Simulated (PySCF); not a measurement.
## Radial density of Xe²⁺ (xenon, charge +2)

revPBE, [Kr] 4d10 5s2 5p3 5d1, high-spin 5D determinant (an excited configuration). All numbers are calculated (PySCF 2.14, scalar relativity through the core potential, in aug-cc-pV5Z-PP with ECP28MDF (8s8p6d4f3g2h, 139 functions)). This is the valence pseudo-density: the core potential removes the inner electrons and smooths the orbitals near the nucleus.

| r (bohr) | 4πr²ρ (e/bohr) | 4πr²(ρα − ρβ) |
| --- | --- | --- |
| 0.00122 | 2.051e-05 | 0.0000 |
| 0.00206 | 5.652e-05 | 0.0000 |
| 0.00347 | 0.0001499 | 0.0000 |
| 0.00583 | 0.0003733 | 0.0000 |
| 0.00981 | 0.0008652 | 0.0000 |
| 0.0165 | 0.001750 | 0.0000 |
| 0.0277 | 0.002915 | 0.0000 |
| 0.0467 | 0.003869 | 0.0000 |
| 0.0785 | 0.006629 | 0.0002 |
| 0.132 | 0.03876 | 0.0010 |
| 0.222 | 0.4465 | 0.0111 |
| 0.373 | 6.142 | 0.1648 |
| 0.628 | 28.19 | 0.5089 |
| 1.06 | 13.76 | 0.1503 |
| 1.78 | 4.441 | 2.2725 |
| 2.99 | 1.102 | 0.9313 |
| 5.03 | 0.06447 | 0.0638 |
| 8.46 | 0.0006183 | 0.0006 |

Energies and moments cover only the electrons outside the core potential. The outer electron is Rydberg-like, and this basis confines it to a smaller radius and binds it less than a complete one would.
